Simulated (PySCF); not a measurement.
Vertical excitations of a molecule CH5ClFNSi2 from TDDFT-PBE0/def2-SVPD run with PySCF, as energy in eV (oscillator strength): 5.42 (0.012), 5.72 (0.017), 6.05 (0.006), 6.36 (0.001), 6.62 (0.115), 6.85 (0.005), 6.95 (0.091), 7.02 (0.030), 7.13 (0.021), 7.15 (0.022). Lowest triplet (TDA): 4.85 eV. Coordinates come from a B3LYP-D3(BJ)/def2-SVP optimisation. Other conformers were not sampled.

Question: Which molecule gave these data?
A) F[Si@@H]1NC[Si@H]1Cl
B) F[Si@@H]1CN[Si@H]1Cl
C) F[Si@H]1C[Si@@H](Cl)N1
D) F[SiH2]/N=C/[SiH2]Cl

Answer: B, F[Si@@H]1CN[Si@H]1Cl
